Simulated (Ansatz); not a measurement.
A nudged elastic band was laid between two geometries of ClFH2Si + H2O (8 atoms, charge 0, multiplicity 1).

These are results of RKS PBE0-D4/6-31G* (Ansatz), not measurements.

| Property | Result |
| --- | --- |
| movable images | 7 |
| climbing image | yes |
| spring | 5.0 eV/Å² |
| optimiser | quadratic models (default) |
| start path | through a guess of the saddle point |
| force threshold | 0.05 eV/Å |
| iteration limit | 60 |
| end points | relaxed |

First end point:

```xyz
8
Properties=species:S:1:pos:R:3
Si 0.295 -0.027 -0.013
Cl 0.451 -0.663 1.943
H 1.692 0.257 -0.420
F -0.469 1.386 -0.075
H -0.317 -1.059 -0.866
O -2.422 -0.352 0.625
H -2.409 -0.653 1.544
H -2.540 0.605 0.687
```

Last end point:

```xyz
8
Properties=species:S:1:pos:R:3
Si -0.340 0.065 -0.629
Cl -0.598 -0.207 3.619
H 1.017 -0.104 -0.074
F -0.577 1.598 -1.034
H -0.619 -0.756 -1.832
O -1.362 -0.372 0.607
H -2.303 -0.451 0.407
H -0.939 -0.280 2.361
```

Q: Which bonds break or form, and what moves?

A: Bonds broken: Si1–Cl2, O6–H8. Bonds formed: Si1–O6, Cl2–H8. ClFH2Si + H2O becomes ClH + FH3OSi.

Q: What energy profile does the band end with?

A: It converged. The highest image is number 5 of 0 to 8, 0.74 eV above the first end and 0.77 eV above the last; the last end lies 0.04 eV below the first. A vibrational analysis at the climbing image gives one clearly imaginary mode, 290i cm⁻¹: a first-order saddle point. The orbitals stay closed-shell, which can raise the energy where a bond breaks towards radicals; this wasn't checked here.

| image | path coordinate (Å) | energy (eV) | Si1–Cl2 (Å) | O6–H8 (Å) | Si1–O6 (Å) |
| --- | --- | --- | --- | --- | --- |
| 0 | 0.00 | 0.00 | 2.06 | 0.97 | 2.81 |
| 1 | 1.13 | 0.05 | 2.07 | 0.97 | 2.81 |
| 2 | 2.26 | 0.10 | 2.06 | 0.97 | 2.83 |
| 3 | 3.38 | 0.22 | 2.08 | 0.97 | 2.42 |
| 4 | 4.51 | 0.52 | 2.19 | 0.97 | 2.02 |
| 5 | 5.64 | 0.74 | 2.67 | 1.10 | 1.81 |
| 6 | 6.87 | 0.01 | 3.71 | 1.82 | 1.67 |
| 7 | 8.10 | -0.03 | 4.18 | 1.81 | 1.66 |
| 8 | 9.33 | -0.04 | 4.26 | 1.81 | 1.66 |

Q: What is the geometry of the highest image?

A: 
```xyz
8
Properties=species:S:1:pos:R:3:forces:R:3
Si -0.222 0.088 -0.158 -0.01 0.00 -0.01
Cl 0.070 -1.265 2.129 0.00 0.01 0.00
H 0.914 0.873 0.337 0.00 0.00 0.00
F -0.872 0.941 -1.368 0.01 0.00 0.01
H -0.113 -1.271 -0.707 0.00 0.00 0.00
O -1.644 0.325 0.930 0.00 -0.01 0.00
H -2.523 0.172 0.543 0.00 0.01 0.00
H -1.330 -0.370 1.719 0.00 0.00 0.00
```

Q: What are the harmonic wavenumbers there?

A: 290i, 157, 228, 355, 429, 534, 572, 807, 843, 850, 868, 919, 1060, 1257, 1990, 2361, 2406, 3774 cm⁻¹.

Time of the run: 8.1 min on 1 thread of Arm Neoverse V1, on a shared host, peak memory 0.18 GiB.
